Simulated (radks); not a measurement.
Si4+, configuration [Ne].

Calculated with a radial shooting solver on a logarithmic mesh with Libxc functionals: scalar-relativistic Kohn-Sham, r2SCAN, spin-polarised, spherical densities, finite nucleus; meta-GGA in the generalised Kohn-Sham scheme; Fermi nuclear charge, rms radius 3.1224 fm.

Energy parts (Ry):
total: -572.41745
kinetic: 574.02745
electron-nucleus: -1326.42600
Hartree: 219.27520
exchange-correlation: -39.29410

Orbitals (lengths in bohr, moments of r in powers of bohr; r(max) is where P^2 peaks):
\begin{tabular}{lrrrr}
orbital & occ. & eigenvalue (Ry) & <1/r> & r(max) \\ \hline
1s & 2 & -136.1294 & 13.64 & 0.07263 \\
2s & 2 & -14.42512 & 2.603 & 0.4528 \\
2p & 6 & -11.05859 & 2.481 & 0.3871 \\
\end{tabular}

The highest occupied level is 2p at -150.46 eV. The electron density at the nucleus is 1902 e/bohr^3 (large components only). The density falls to 0.001 e/bohr^3 at r = 1.78 bohr.
